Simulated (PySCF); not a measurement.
Gallium: a sound run and one with changed settings

Sound run: Ga [Ar] 3d10 4s2 4p1, Ga⁺ [Ar] 3d10 4s2. All numbers are calculated (PySCF 2.14, no relativity, point nucleus, in def2-SVP (5s4p3d, 32 functions)). In the sound run the correlated levels freeze [Ar] 3d10. The sound run starts from symmetry-adapted Hartree-Fock orbitals and uses a fine grid where one is needed.

Changed run: scalar relativity by spin-free X2C-1e. This setting is unsound on purpose.

```tsv
species	method	sound run (hartree)	changed run (hartree)	converged
Ga	UHF	-1922.97414	-1938.02331	yes
Ga	TPSS	-1924.55031	-1939.59916	yes
Ga	M06-2X	-1924.55882	-1939.60693	yes
Ga	MP2	-1923.00351	-1938.05270	yes
Ga	CCSD(T)	-1923.01807	-1938.06706	yes
Ga⁺	UHF	-1922.77019	-1937.82043	yes
Ga⁺	TPSS	-1924.32931	-1939.37889	yes
Ga⁺	M06-2X	-1924.34274	-1939.39199	yes
Ga⁺	MP2	-1922.79468	-1937.84488	yes
Ga⁺	CCSD(T)	-1922.80665	-1937.85661	yes
```

Ionisation energy of Ga:

| method | sound run (eV) | changed run (eV) |
| --- | --- | --- |
| UHF | 5.550 | 5.521 |
| TPSS | 6.014 | 5.994 |
| M06-2X | 5.880 | 5.849 |
| MP2 | 5.683 | 5.655 |
| SCS-MP2 | 5.662 | 5.635 |
| CCSD | 5.738 | 5.712 |
| CCSD(T) | 5.753 | 5.727 |

Most of the change in total energy is the relativistic energy itself. On top of that the contraction fixes the core shape for the Hamiltonian it was made with, so the changed run is not a good calculation with the other Hamiltonian either.

For comparison, NIST gives 5.999 eV between the lowest levels.
